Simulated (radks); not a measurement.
Results of a calculation; reference values are marked as such.
Problem. The tellurium ion Te4+, [Kr] 4d10 5s2. Code: a radial shooting solver on a logarithmic mesh with Libxc functionals. Model: non-relativistic Kohn-Sham, exchange-only B88, spin-polarised, spherical densities, point nucleus. Every spin shell is full or empty, so the densities are truly spherical. Functionals are evaluated on that one density, not self-consistently. Rank these orbital-free kinetic functionals by their error against the exact value of the orbitals, and give that value: Thomas-Fermi, von Weizsacker, TF + vW, TF + vW/9, LC94, APBEK, revAPBEK, Thakkar, Pearson, LKT, PG1, DePristo-Kress.

Solution. Exact: 6608.54 hartree. From best to worst, with 100 (|E| - |E exact|)/|E exact| (equal figures are ties): LC94 +0.07, DePristo-Kress -0.10, APBEK +0.12, revAPBEK +0.29, Thakkar -0.59, TF + vW/9 -0.67, Pearson -0.91, Thomas-Fermi -5.24, PG1 +14.86, LKT +18.92, TF + vW +35.82, von Weizsacker -58.94.
